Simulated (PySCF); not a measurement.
# Mayer bond orders and bond lengths

Species: tert-butyl isocyanate, C5H9NO.
SMILES with atom numbers: `[CH3:1][C:2]([CH3:3])([CH3:4])[N:5]=[C:6]=[O:7]` (hydrogens: H8, H9, H10 on C1; H11, H12, H13 on C3; H14, H15, H16 on C4)

Cartesian coordinates in Å at the PBE0-D3(BJ)/def2-TZVP level; atoms count from 1:
```
atom  x, y, z in Å
C1    -0.0393   -0.8892    1.1681
C2    -0.0867   -0.0365   -0.0946
C3    -0.1438    1.4450    0.2603
C4    -1.2863   -0.4220   -0.9489
N5     1.1077   -0.2888   -0.8856
C6     2.2951   -0.2166   -0.7525
O7     3.4637   -0.1864   -0.7378
H8     0.0404   -1.9474    0.9132
H9    -0.9482   -0.7426    1.7557
H10    0.8177   -0.6162    1.7879
H11   -1.0536    1.6618    0.8245
H12    0.7153    1.7301    0.8716
H13   -0.1435    2.0561   -0.6439
H14   -1.2396   -1.4780   -1.2201
H15   -1.3067    0.1672   -1.8673
H16   -2.2126   -0.2436   -0.3995
```

Bond orders from the PBE0/pcSseg-2 density (PySCF). Geometry: PBE0-D3(BJ)/def2-TZVP; no solvent, vibrations or thermal averaging.

Problem. How far do the computed orders between heavy atoms stray from the drawn ones?

Solution. The largest departure is 0.145, at N5–C6 (drawn double, 2.145). Drawn single, order below 0.88: C2–N5 (0.862).

Problem. Give the Mayer order of every bond, beside its length.

Solution. 
```tsv
bond	drawn as	length (Å)	Mayer order
C1–C2	single	1.524	1.009
C2–C3	single	1.524	1.009
C2–C4	single	1.522	0.982
C2–N5	single	1.455	0.862
N5–C6	double	1.197	2.145
C6–O7	double	1.169	2.024
C1–H8	single	1.091	0.999
C1–H9	single	1.092	0.994
C1–H10	single	1.092	0.992
C3–H11	single	1.092	0.995
C3–H12	single	1.092	0.992
C3–H13	single	1.091	0.999
C4–H14	single	1.091	0.999
C4–H15	single	1.091	0.999
C4–H16	single	1.092	0.999
```

Bonds between the same two heavy elements. C–C: lowest C2–C4 (0.982, 1.522 Å), highest C1–C2 and C2–C3 (1.009, 1.524 Å). C–N: lowest C2–N5 (0.862, 1.455 Å), highest N5–C6 (2.145, 1.197 Å). Bonds named together lie within 0.004.

Problem. Sum the orders of all bonds at each heavy atom with more than one neighbour and set the sums beside the valence in the SMILES.

Solution. C1 3.994 (drawn 4), C2 3.862 (drawn 4), C3 3.995 (drawn 4), C4 3.979 (drawn 4), N5 3.007 (drawn 3), C6 4.169 (drawn 4). Orders between atoms that aren't bonded are not in these sums.

For a closed shell the Mayer order of atoms A and B is Σ (PS)μν (PS)νμ over the basis functions μ on A and ν on B, with P the density and S the overlap matrix.
